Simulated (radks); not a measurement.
Spherical jellium clusters: N electrons in a uniform positive sphere of charge N and radius rs N^(1/3), rs = 5.04 bohr. Method: non-relativistic Kohn-Sham, PBE, spin-polarised, spherical densities; computed with a radial shooting solver with Libxc functionals. Levels are named by radial order and angular momentum (1s, 1p, 1d, 2s, ...), and open shells are averaged over m.

N = 8, configuration 1s2 1p6. This is the lowest configuration that the search found. Occupied and some empty levels:

level  occupation  eigenvalue (eV)  <r> (bohr)
1s              2          -3.4584       6.758
1p              6          -2.6872       7.969
1d              0          -1.7073       9.051
2s              0          -1.2336       8.602
1f              0         -0.62531       10.42

Energy (eV): total -14.5081, kinetic 8.9123, external -205.48, Hartree 102.17, exchange-correlation -23.771, background 103.66.

Electron density:

r (bohr)  n(r) (e/bohr^3)
0.725            0.001113
1.53             0.001273
2.34             0.001522
3.15             0.001818
3.96             0.002104
4.76             0.002319
5.57             0.002405
6.38             0.002321
7.19             0.002063
7.99             0.001670
8.80             0.001219
9.61            0.0007953
10.4            0.0004629
11.2            0.0002501
12.0            0.0001277
12.8           0.00006328
13.7           0.00003074
14.4           0.00001480
15.3            6.961e-06
16.1            3.235e-06
